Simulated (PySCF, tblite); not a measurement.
Species: C8H14N2.
Cartesian coordinates in Å at the GFN2-xTB level; atoms count from 1:
```
atom  x, y, z in Å
C1     0.2377   -2.6404   -0.8876
C2     0.3715   -2.0987    0.1716
C3     0.5241   -1.3460    1.4065
N4     0.1670    0.0576    1.2732
C5    -1.1910    0.4513    1.5589
C6    -2.2315   -0.1036    0.5767
C7    -2.0437    0.4515   -0.8284
N8     0.8678    0.9254    0.5505
C9     1.9677    0.6707   -0.0242
C10    2.6885    1.7692   -0.7298
H11    0.1202   -3.1442   -1.8004
H12   -0.1144   -1.7773    2.1829
H13    1.5685   -1.4094    1.7411
H14   -1.4393    0.1235    2.5756
H15   -1.2047    1.5425    1.5288
H16   -3.2251    0.1568    0.9476
H17   -2.1585   -1.1928    0.5483
H18   -2.7694    0.0131   -1.5093
H19   -1.0463    0.2225   -1.1943
H20   -2.1704    1.5314   -0.8319
H21    2.4483   -0.3106   -0.0442
H22    2.8406    1.5108   -1.7777
H23    2.1120    2.6870   -0.6656
H24    3.6690    1.9295   -0.2805
```

The calculation used PBE0/pcSseg-1 in PySCF (dipole) on a GFN2-xTB geometry, gas phase.

Take the most abundant isotopes and a rigid rotor. The values belong to one conformer with, in the numbering `[CH:1]#[C:2][CH2:3][N:4]([CH2:5][CH2:6][CH3:7])/[N:8]=[CH:9]/[CH3:10]`, C2–C3–N4–C5 92°, C3–N4–C5–C6 -66°, N4–C5–C6–C7 -65°, C3–N4–N8–C9 -5°.

Q: Give the principal moments of inertia and the rotational constants in cm⁻¹.

A: Ia = 343.35, Ib = 492.27, Ic = 599.12 u·Å²; 505379 MHz·u·Å²/I gives 1472, 1027 and 843.5 MHz, that is A = 0.04910, B = 0.03424, C = 0.02814 cm⁻¹.

Q: Classify the top.

A: An asymmetric top: κ = (2 × 1027 − 1472 − 843.5)/(1472 − 843.5) = -0.42.

Q: Is it planar, by Δ = Ic − Ia − Ib?

A: Not planar: Δ = Ic − Ia − Ib = -236.51 u·Å². For a rigid frame Δ = −2 Σ m c², so Σ m c² = 118.25 u·Å² lies off the ab plane: 29.13 from hydrogen and 89.12 from heavier atoms. The atom farthest from that plane is 2.31 Å away.

Q: Where do the levels up to J = 2 lie, in K?

A: Above 0(0,0), as E/k:
J = 1: 1(0,1) 0.090, 1(1,1) 0.111, 1(1,0) 0.120
J = 2: 2(0,2) 0.267, 2(1,2) 0.282, 2(1,1) 0.308, 2(2,1) 0.372, 2(2,0) 0.375

Q: Which types of transition are allowed, and where do some lines up to J = 3 fall?

A: The dipole components are |μa| = 0.68 D, |μb| = 1.04 D, |μc| = 0.34 D. Intensities carry the squares of the components, which stand as 0.42 : 1.00 : 0.11 (a : b : c). Some lines, for components of 0.1 D or more:

```
type  branch         J(Ka,Kc)   MHz  lower level (cm⁻¹)
   b       Q  1(1,0) ← 1(0,1)   628               0.062
   b       Q  2(1,1) ← 2(0,2)   857               0.186
   b       Q  3(2,1) ← 3(1,2)  1307               0.409
   b       R  1(1,1) ← 0(0,0)  2315               0.000
   c       Q  3(3,1) ← 3(2,1)  2497               0.453
   a       R  2(1,1) ← 1(1,0)  3923               0.083
   c       R  2(1,1) ← 1(0,1)  4552               0.062
   b       R  3(0,3) ← 2(1,2)  5135               0.196
   c       R  2(2,1) ← 1(1,1)  5442               0.077
   a       R  3(0,3) ← 2(0,2)  5443               0.186
   a       R  3(2,2) ← 2(2,1)  5611               0.259
   b       R  3(1,3) ← 2(0,2)  5618               0.186
   a       R  3(2,1) ← 2(2,0)  5778               0.260
   b       R  3(2,2) ← 2(1,1)  6946               0.214
   c       R  3(2,1) ← 2(1,1)  7159               0.214
   c       R  3(2,2) ← 2(1,2)  7496               0.196
   b       R  3(2,1) ← 2(1,2)  7709               0.196
   c       R  3(3,0) ← 2(2,0)  8282               0.260
```

Its GFN2-xTB frequencies are all real (lowest 49 cm⁻¹). Constants of a rigid frame at the computed geometry: no zero-point averaging, no centrifugal distortion. A rigid rotor knows nothing of internal rotation, which can split or shift real lines. Quadrupole hyperfine structure (14N) is left out.
